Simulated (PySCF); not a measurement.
Structure with atom numbers: `[CH2:1]=[C:2]1[C@@H:3]([C:4]#[C:5][CH3:6])[C@H:7]1[O:8][SiH2:9][F:10]`. Hydrogens are named by the atom that carries them. Ha(C1) is cis to C3; Ha(Si9) is pro-R; Hb(Si9) is pro-S; Hb(C1) is trans to C3.

[PySCF 2.14: shielding tensors at PBE0/pcSseg-1 (GIAO); geometry: GFN2-xTB; one computed conformer; equivalent nuclei averaged; no solvent model; relativity neglected]

Shifts are taken against calculated references (same method and geometry level): $^{13}$C (σ = 186.93 ppm) vs TMS.

Question: Do the $^{13}$C shifts follow the atomic charges (in e)? Tabulate both.

Answer: 
| atoms | hybridisation | δ (ppm) | σ para (ppm) | Hirshfeld | IAO | Mulliken | ESP-fitted |
| --- | --- | --- | --- | --- | --- | --- | --- |
| C2 | sp2 | 142.8 | -225 | -0.01 | -0.01 | -0.21 | +0.14 |
| C1 | sp2 | 116.2 | -186 | -0.08 | -0.30 | -0.10 | -0.56 |
| C5 | sp | 86.1 | -167 | -0.04 | -0.04 | -0.27 | +0.07 |
| C4 | sp | 82.9 | -153 | -0.06 | -0.08 | +0.06 | -0.17 |
| C7 | sp3 | 56.8 | -114 | +0.05 | +0.08 | +0.25 | +0.01 |
| C3 | sp3 | 17.7 | -87 | -0.04 | -0.18 | -0.28 | -0.11 |
| C6 | sp3 | 4.8 | -72 | -0.09 | -0.43 | -0.18 | -0.53 |

Correlation coefficients of δ with charge over these carbons: Hirshfeld +0.16, IAO +0.42, Mulliken +0.03, ESP-fitted +0.32; with the paramagnetic shielding -0.99. With so few points, grouped by hybridisation, these coefficients are fragile. Charge is one influence among several: hybridisation and low-lying excitations act through the paramagnetic term.

Shifts are as computed. Against solution values, carbons near 30 ppm lie about +3 ppm off and those near 130 ppm about +5 ppm. Of 1211 compounds with measured shifts, 218 miss one by over three times the rms of a fit or turn the order of signals round; such compounds aren't used in these exercises.
